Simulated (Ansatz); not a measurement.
A nudged elastic band was laid between two geometries of a periodic cell of 17 atoms, LiBe$_{16}$ (host Be, host structure hcp, interstitial Li).

Theory: Ansatz, DFT PBE, scalar-relativistic, plane waves, PAW. Settings: cutoff 420 eV, k mesh 4x4x3, gaussian smearing 0.1 eV, no spin polarisation.

| Property | Result |
| --- | --- |
| movable images | 7 |
| climbing image | yes |
| spring | 5.0 eV/Å² |
| optimiser | quadratic models (default) |
| start path | IDPP |
| force threshold | 0.05 eV/Å |
| iteration limit | 20 |
| end points | relaxed |

Initial state:

```xyz
17
Lattice="-2.2900 -3.9664 0.0000 3.4350 -1.9832 0.0000 0.0000 0.0000 7.1769" Properties=species:S:1:pos:R:3
Be -0.017 -3.911 -0.010
Be -0.144 -2.616 1.745
Be -0.019 -3.912 3.505
Be -0.313 -2.858 5.337
Be -1.229 -1.999 -0.013
Be 2.083 -2.612 1.742
Be -1.228 -1.997 3.501
Be 3.382 -2.953 5.327
Be 0.887 -1.862 -0.020
Be 0.980 -0.608 1.745
Be 0.888 -1.862 3.509
Be 1.761 -0.894 5.338
Be -0.287 0.077 -0.028
Be 1.022 -4.622 1.744
Be -0.287 0.076 3.509
Be 1.270 -4.868 5.328
Li 1.549 -2.884 5.333
```

Final state:

```xyz
17
Lattice="-2.2900 -3.9664 0.0000 3.4350 -1.9832 0.0000 0.0000 0.0000 7.1769" Properties=species:S:1:pos:R:3
Be -0.269 -3.978 -0.056
Be 0.030 -2.723 1.778
Be 0.068 -4.068 3.537
Be 0.031 -2.721 5.294
Be -1.171 -2.359 -0.046
Be 2.526 -2.805 1.772
Be -1.046 -2.091 3.538
Be 2.526 -2.804 5.302
Be 0.334 -1.191 -0.057
Be 1.356 -0.868 1.764
Be 1.278 -2.143 3.535
Be 1.356 -0.870 5.301
Be -0.506 0.419 -0.047
Be 1.203 -4.611 1.782
Be 0.130 -0.114 3.537
Be 1.204 -4.613 5.297
Li 1.310 -2.744 7.125
```

Problem. What changes between the two ends?

Solution. Contacts lost: Be7–Li17, Be11–Li17. Contacts made: Be2–Li17, Be6–Li17. The atom that moves furthest is Li17, by 1.81 Å.

Problem. What energy profile does the band end with?

Solution. It converged. The highest image is number 4 of 0 to 8, 0.60 eV above the ends, which have the same energy within 2 meV. The order of the stationary point at the top wasn't checked. Limits of this set-up: coarse k mesh.

```json
{"image": "0", "path coordinate (Å)": "0.00", "energy (eV)": "0.00", "Be7–Li17 (Å)": "2.23", "Be11–Li17 (Å)": "2.19", "Be2–Li17 (Å)": "3.98"}
{"image": "1", "path coordinate (Å)": "0.46", "energy (eV)": "0.04", "Be7–Li17 (Å)": "2.31", "Be11–Li17 (Å)": "2.20", "Be2–Li17 (Å)": "3.90"}
{"image": "2", "path coordinate (Å)": "0.93", "energy (eV)": "0.19", "Be7–Li17 (Å)": "2.50", "Be11–Li17 (Å)": "2.26", "Be2–Li17 (Å)": "3.69"}
{"image": "3", "path coordinate (Å)": "1.39", "energy (eV)": "0.48", "Be7–Li17 (Å)": "2.80", "Be11–Li17 (Å)": "2.39", "Be2–Li17 (Å)": "3.42"}
{"image": "4", "path coordinate (Å)": "1.85", "energy (eV)": "0.60", "Be7–Li17 (Å)": "3.12", "Be11–Li17 (Å)": "2.60", "Be2–Li17 (Å)": "3.11"}
{"image": "5", "path coordinate (Å)": "2.32", "energy (eV)": "0.47", "Be7–Li17 (Å)": "3.44", "Be11–Li17 (Å)": "2.92", "Be2–Li17 (Å)": "2.78"}
{"image": "6", "path coordinate (Å)": "2.79", "energy (eV)": "0.18", "Be7–Li17 (Å)": "3.71", "Be11–Li17 (Å)": "3.28", "Be2–Li17 (Å)": "2.49"}
{"image": "7", "path coordinate (Å)": "3.26", "energy (eV)": "0.04", "Be7–Li17 (Å)": "3.92", "Be11–Li17 (Å)": "3.52", "Be2–Li17 (Å)": "2.30"}
{"image": "8", "path coordinate (Å)": "3.73", "energy (eV)": "0.00", "Be7–Li17 (Å)": "3.97", "Be11–Li17 (Å)": "3.64", "Be2–Li17 (Å)": "2.23"}
```

Problem. What is the geometry of the highest image?

Solution. 
```xyz
17
Lattice="-2.2900 -3.9664 0.0000 3.4350 -1.9832 0.0000 0.0000 0.0000 7.1769" Properties=species:S:1:pos:R:3
Be -0.043 -4.007 0.154
Be 0.053 -2.693 1.852
Be -0.036 -3.984 3.577
Be -0.318 -2.784 5.232
Be -1.094 -2.273 -0.051
Be 2.381 -2.736 1.518
Be -1.206 -1.962 3.419
Be 2.895 -2.832 5.033
Be 0.710 -1.525 0.299
Be 1.275 -0.755 1.991
Be 1.041 -1.953 3.783
Be 1.403 -0.782 5.580
Be -0.275 0.157 -0.276
Be 1.184 -4.689 1.686
Be -0.095 0.048 3.327
Be 1.112 -4.684 5.145
Li 1.344 -2.842 6.205
```

Time of the run: 9.6 min on 1 thread of Arm Neoverse V2 (shared host), peak memory 0.69 GiB.
